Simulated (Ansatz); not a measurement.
`[OH][AlH][O]CF` and `FCOCS` differ in one atom or group.

Ansatz, PBE0-D4/def2-TZVP geometries, multiplicity 1. Each molecule was computed in one conformer, which needn't be the lowest.

```csv
property,`[OH][AlH][O]CF`
LUMO energy (ωB97M-V/def2-TZVPP) / eV,1.26
HOMO energy (B3LYP/def2-TZVPP) / eV,-8.32
HOMO energy (PBE0/def2-TZVPP) / eV,-8.54
"ideal-gas entropy at 298 K and 1 bar (rigid rotor, harmonic PBE0-D4/def2-TZVP) / J/(mol·K)",346
size of the dipole moment (ωB97M-V/def2-TZVPP) / D,1.60
HOMO–LUMO gap (PBE/def2-TZVPP) / eV,5.90
```

Give the same properties after the change, and the shifts. (An estimate is asked.)

Ansatz gave: 
```json
{"property": "LUMO energy (ωB97M-V/def2-TZVPP) / eV", "`FCOCS`": "2.17", "shift": "0.91"}
{"property": "HOMO energy (B3LYP/def2-TZVPP) / eV", "`FCOCS`": "-7.12", "shift": "1.20"}
{"property": "HOMO energy (PBE0/def2-TZVPP) / eV", "`FCOCS`": "-7.36", "shift": "1.18"}
{"property": "ideal-gas entropy at 298 K and 1 bar (rigid rotor, harmonic PBE0-D4/def2-TZVP) / J/(mol·K)", "`FCOCS`": "334", "shift": "-12"}
{"property": "size of the dipole moment (ωB97M-V/def2-TZVPP) / D", "`FCOCS`": "0.94", "shift": "-0.66"}
{"property": "HOMO–LUMO gap (PBE/def2-TZVPP) / eV", "`FCOCS`": "5.50", "shift": "-0.40"}
```

With PBE0 the HOMO rises by 1.18 eV and the LUMO rises by 0.63 eV, so the gap narrows by about 0.55 eV. PBE moves the HOMO by 0.84 eV and ωB97M-V by 1.35 eV. The zero-point energy changes by 44.1 kJ/mol with +3 modes. Dipoles are sizes alone; their direction can turn. Modes under 60 cm⁻¹, often nearly free rotors, make the harmonic entropy too high.

B3LYP here is the variant with VWN-RPA as its local correlation; programs differ in this.
